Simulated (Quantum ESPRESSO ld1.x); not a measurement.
Input file for ld1.x (Quantum ESPRESSO 7.5):

```
 &input
    atom='Cl',
    iswitch=1,
    rel=1,
    lsd=1,
    dft='PZ',
    config='[Ne] 3s2 3p2.5 3p2.5',
    verbosity='high',
    prefix='ld1',
    max_out_wfc=37,
    file_charge='ld1.rho',
 /
```

Command: `OMP_NUM_THREADS=1 ld1.x < ld1.in > ld1.out`

Output (excerpt):

```
     Program LD1 v.7.5 starts

     --------------------------- All-electron run ----------------------------

     scalar relativistic calculation

     atomic number is 17.00
     dft =PZ   lsd =1 sic =0 latt =0  beta=0.20 tr2=1.0E-14
     Exchange-correlation= PZ
                           (   1   1   0   0   0   0   0)
     mesh =1931 r(mesh) = 100.16178 a.u. xmin = -8.00 dx = 0.00800
     1 Ry =  13.60569312 eV, c = 137.03599908

     n l     nl                  e(Ry)          e(Ha)          e(eV)
     1 0     1S 1( 1.00)    -201.530103948    -100.765051974  -2741.9567494
     2 0     2S 1( 1.00)     -18.501816160      -9.250908080   -251.7300329
     2 1     2P 1( 3.00)     -14.084912069      -7.042456035   -191.6349913
     3 0     3S 1( 1.00)      -1.520977818      -0.760488909    -20.6939574
     3 1     3P 1( 2.50)      -0.639826327      -0.319913163     -8.7052807
     3 1     3P 2( 2.50)      -0.639826327      -0.319913163     -8.7052807
     1 0     1S 2( 1.00)    -201.530103948    -100.765051974  -2741.9567494
     2 0     2S 2( 1.00)     -18.501816160      -9.250908080   -251.7300329
     2 1     2P 2( 3.00)     -14.084912069      -7.042456035   -191.6349913
     3 0     3S 2( 1.00)      -1.520977818      -0.760488909    -20.6939574

     final scf error:  5.2E-15 reached in  35 iterations

     Etot =    -920.231172 Ry,    -460.115586 Ha,  -12520.382932 eV
     Total magnetization:    0.00 Bohr mag.

     Ekin =     923.657944 Ry,     461.828972 Ha,   12567.006537 eV
     Encl =   -2197.089131 Ry,   -1098.544566 Ha,  -29892.920486 eV
     Eh   =     406.623091 Ry,     203.311545 Ha,    5532.388989 eV
     Exc  =     -53.423076 Ry,     -26.711538 Ha,    -726.857972 eV
```

Run on one thread of a shared host, so times are rough (Intel(R) Xeon(R) Processor @ 2.60GHz): 0.62 s of CPU time, 1.1 s wall, 35 iterations on 1931 mesh points.
